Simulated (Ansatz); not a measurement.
Isomers of Be₆O₆ (singlet), relaxed with r2SCAN-D4/def2-SVP; total energies from Ansatz at PBE0-D4/def2-TZVP.

```csv
isomer,description,energy (Eh)
A,(BeO)6 ring (Be6O6),-540.16535
B,(BeO)6 prism (Be₆O₆),-540.18192
```

Work out the relative energies (1 Eh = 2625.5 kJ/mol) and the Boltzmann populations at 500 K from electronic energies alone (R = 8.314 J/mol/K).

ΔE: A 43.5, B 0.0 kJ/mol. RT = 4.16 kJ/mol. Factors exp(−ΔE/RT): A 2.88e-05, B 1; sum 1.000. Populations: A 0.0 %, B 100.0 %. Zero-point energy, vibrational entropy and symmetry numbers are left out and can shift these; an error of 4 kJ/mol changes a ratio by a factor of 2.6. Over the other density-functional and correlated levels in def2 sets, the gap between B and A ranges from -66 to 42 kJ/mol.
